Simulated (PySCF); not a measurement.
From one molecule to another.

First species: C5H11NSi2.
SMILES with atom numbers: `[CH3:1]/[CH:2]=[CH:3]\[Si@@H:4]1[CH:5]=[CH:6][SiH2:7][NH:8]1` (hydrogens: H9, H10, H11 on C1; H12 on C2; H13 on C3; H14 on Si4; H15 on C5; H16 on C6; H17, H18 on Si7; H19 on N8)

Second species: C₇H₈FOP.
SMILES: `[P@@]1(=O)(CC#C)CCC=C1F`

Levels: PBE0/pcSseg-1 for HOMO energy, LUMO energy and HOMO–LUMO gap. Geometries: GFN2-xTB. Each structure is a single optimised conformer of the isolated species, non-relativistic unless stated. Electronic properties by PySCF.

Values for the first species:

| Item | Value |
| --- | --- |
| HOMO energy | -7.00 eV |
| LUMO energy | -0.54 eV |
| HOMO–LUMO gap | 6.46 eV |

Task: Estimate the same properties for the second species, and the change in each.

Result: 
| property | first | second | second less first |
| --- | --- | --- | --- |
| HOMO energy | -7.00 eV | -7.68 eV | -0.68 eV |
| LUMO energy | -0.54 eV | -0.45 eV | +0.09 eV |
| HOMO–LUMO gap | 6.46 eV | 7.23 eV | +0.77 eV |

